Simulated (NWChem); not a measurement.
Setting up TiO2 in NWChem

TiO2 has 3 atoms, charge 0, and is taken as a singlet. The two molecules were placed rigidly side by side, at 1 times their contact distance; the pair isn't optimised.

| atom | x (Å) | y (Å) | z (Å) |
| --- | --- | --- | --- |
| O | 1.2159 | -2.7742 | 2.4035 |
| Ti | 0.7768 | -2.2881 | 3.8935 |
| O | 2.0268 | -1.6408 | 4.7104 |

Settings wanted:

```
task                      : energy
method                    : HF
basis set                 : 6-31G*
reference                 : RHF
SCF convergence threshold : 1e-08
iteration cap             : 80
symmetry                  : none
module                    : scf
d and f functions         : spherical
```

Question: Write the NWChem 7.3.0 input and the command.

Answer: One that was run (others would do as well):

o2ti.nw:
```
start o2ti
memory 2200 mb

geometry units angstrom noautosym nocenter noautoz
O      1.215910    -2.774150     2.403470
Ti     0.776790    -2.288090     3.893490
O      2.026840    -1.640800     4.710430
end

basis spherical bse
* library 6-31G*
end

scf
thresh 1e-08
maxiter 80
print low
end

task scf energy
```

```bash
$ nwchem o2ti.nw > o2ti.out
```

Calculated total energy: -998.03310 Eh.
